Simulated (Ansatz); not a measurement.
Reaction (formal exchange of groups at the Se–C bond): `N=C=C([SiH3])[SeH]` + `O=CO[SiH3]` → `O=C([SeH])O[SiH3]` + `N=C=C[SiH3]`

Gas-phase electronic energies from Ansatz, PBE0-D4/def2-TZVP geometries. CBS: MP2 limit from def2 TZ/QZ plus the TZ coupled-cluster correction, frozen cores. DFT in def2-TZVPP. For Se outer-core shells are correlated without core-valence functions, which leaves a few kJ/mol of doubt a bond. Scalar relativity is left out up to krypton. Each species was taken in one conformer, which may not be the lowest.

```
             level  ΔE (kcal/mol)
            r2SCAN           -7.0
              PBE0           -5.6
    MP2/def2-TZVPP           -3.0
SCS-MP2/def2-TZVPP           -2.8
```

Problem. What does CCSD(T)/CBS give? (An estimate is asked.)

Solution. Computed: -3.9 kcal/mol. The listed levels differ from it by -3.1, -1.7, 0.9, 1.1 kcal/mol.

Largest T1 diagnostic among the species: 0.016.

From PBE to PBE0 (25 % exact exchange), in def2-TZVPP and without D4, ΔE moves by +0.9 kcal/mol. The D4 term adds +0.7 kcal/mol with B3LYP and +0.4 kcal/mol with PBE0; it sums over pairs of atoms, weighted by their polarisabilities, and B3LYP, whose exchange is more repulsive, gets the larger term.

B3LYP here is the variant with VWN-RPA as its local correlation; programs differ in this.
